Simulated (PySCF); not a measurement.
Isomers of C11H14O, from PySCF, PBE0-D3(BJ)/def2-SVP geometry optimisation, gas phase. One conformer each, no zero-point energy, no frequencies.

Problem. Which is lower in electronic energy at this level?
A. `[CH3:1][CH2:2][CH2:3][CH2:4][C:5](=[O:6])[c:7]1[cH:8][cH:9][cH:10][cH:11][cH:12]1` with C1–C2–C3–C4 180°, C2–C3–C4–C5 179°, C3–C4–C5–O6 -1°, C4–C5–C7–C8 0°: A = 2849, B = 371.4, C = 331.3 MHz, dipole 2.73 D
B. `[CH:1]#[C:2][c:3]1[cH:4][cH:5][o:6][c:7]1[C@H:8]([CH3:9])[CH:10]([CH3:11])[CH3:12]` with O6–C7–C8–C9 -119°, C7–C8–C10–C11 -178°: A = 1227, B = 763.8, C = 618.8 MHz, dipole 0.30 D

Solution. A. That is `c1(C(CCCC)=O)ccccc1`, 58.2 kcal/mol below the other.

```tsv
SMILES	mapped SMILES	E (Eh)	relative (kcal/mol)	relative (kJ/mol)	dipole (D)
CCCCC(=O)c1ccccc1	[CH3:1][CH2:2][CH2:3][CH2:4][C:5](=[O:6])[c:7]1[cH:8][cH:9][cH:10][cH:11][cH:12]1	-501.90499	0.0	0.0	2.73
C#Cc1ccoc1[C@H](C)C(C)C	[CH:1]#[C:2][c:3]1[cH:4][cH:5][o:6][c:7]1[C@H:8]([CH3:9])[CH:10]([CH3:11])[CH3:12]	-501.81230	58.2	243.3	0.30
```

As drawn, the lower has a C=O bond, which the higher lacks; the higher has a C≡C bond, which the lower lacks.
